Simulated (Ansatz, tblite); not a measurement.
Isomers of Mg2Se2⁺ (doublet), found by a short tight-binding search and relaxed with r2SCAN-D4/def2-SVP in Ansatz.

The xTB rows come from tblite. HSE06 is defined as in plane-wave codes, on full-range PBE exchange. Correlated methods freeze 20 core orbitals; core or outer-core shells of Mg, Se are correlated, in sets that lack core-valence functions. In CCSD on the charge 1 doublet the largest single amplitude is 0.36, so its Hartree–Fock determinant may place the open shell otherwise than the density functionals do.

B: At PBE-D4/def2-TZVP, r2SCAN-D4/def2-TZVP the charge 1 doublet is spin-contaminated (final ⟨S²⟩ up to 0.91, 0.75 for a pure state). At PBE-D4/def2-TZVP, r2SCAN-D4/def2-TZVP the gap within one spin of the charge 1 doublet nearly closes, so an electron or hole may be smeared out by delocalisation error.

Other spin states were run for one of them alone.

A:

```tsv
atom	x (Å)	y (Å)	z (Å)
Mg1	-0.8319	1.1250	0.4279
Mg2	0.8327	-1.1246	-0.4275
Se3	0.4762	0.9968	-1.6944
Se4	-0.4771	-0.9972	1.6940
```

B:

```xyz
4

Mg    0.1568    0.1617    0.9553
Mg   -0.4415   -0.4877   -2.8269
Se    1.1463   -0.7618   -1.0990
Se   -0.8616    1.0878    2.9706
```

Question: Estimate which lies lowest at each level, and how far above it the others are (kcal/mol).

Answer: 
```csv
level,A,B
GFN1-xTB,0.0,19.0
GFN2-xTB,0.0,20.7
HF/def2-SVP,0.0,15.1
PBE-D4/def2-TZVP,0.0,32.2
r2SCAN-D4/def2-TZVP,0.0,32.4
PBE0-D4/def2-TZVP,0.0,29.5
HSE06-D4/def2-TZVP,0.0,29.8
ωB97X-V/def2-TZVP,0.0,23.1
MP2/def2-SVP,0.0,18.1
CCSD/def2-SVP,0.0,19.2
CCSD(T)/def2-SVP,0.0,21.2
```
Point groups (tolerance 0.1 Å): A D2h, B Cs. Lower isomers may exist.
